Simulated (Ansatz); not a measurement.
`C[SiH](O)Cl` → `O[SiH2]CCl`  (isomerisation)

Calculated with Ansatz (gas phase, PBE0-D4/def2-TZVP geometries, no zero-point term in ΔE). CBS: MP2 limit from def2 TZ/QZ plus the TZ coupled-cluster correction, frozen cores. DFT in def2-TZVPP. One conformer a species, not always the lowest.

`C[SiH](O)Cl`:

Cartesian coordinates in Å:
```
C -0.771 0.667 0.611
Si 0.521 -0.516 0.011
O 1.364 0.044 -1.275
Cl -0.434 -2.277 -0.492
H -1.282 0.262 1.487
H -0.311 1.620 0.887
H -1.522 0.855 -0.161
H 1.535 -0.830 1.037
H 0.901 0.176 -2.104
```

`O[SiH2]CCl`:

Z-matrix (Å, degrees):
```
Si
C 1 1.881
O 1 1.642 2 110.3
H 1 1.486 2 107.4 3 -122.7
H 1 1.483 2 109.9 3 116.9
Cl 2 1.793 1 107.6 3 56.2
H 2 1.090 1 112.6 3 -61.7
H 2 1.091 1 112.9 3 174.6
H 3 0.960 1 116.1 2 -53.7
```

CCSD(T)/CBS gives +188.5 kJ/mol.

Task: Another level gave +187.8 kJ/mol. Which?
A. r2SCAN/def2-TZVPP
B. BLYP/def2-TZVPP
C. SCS-MP2/def2-TZVPP
D. RPA@PBE/def2-TZVPP

Result: C. SCS-MP2/def2-TZVPP 187.8, BLYP 181.3, r2SCAN 193.3, RPA@PBE/def2-TZVPP 176.1 kJ/mol.

Largest T1 diagnostic among the species: 0.010.

At CCSD(T), def2-SVP lies −5.5 kJ/mol from the extrapolated value and def2-TZVPP −1.6 kJ/mol. From BLYP to BHLYP (50 % exact exchange), in def2-TZVPP and without D4, ΔE moves by +9.5 kJ/mol.
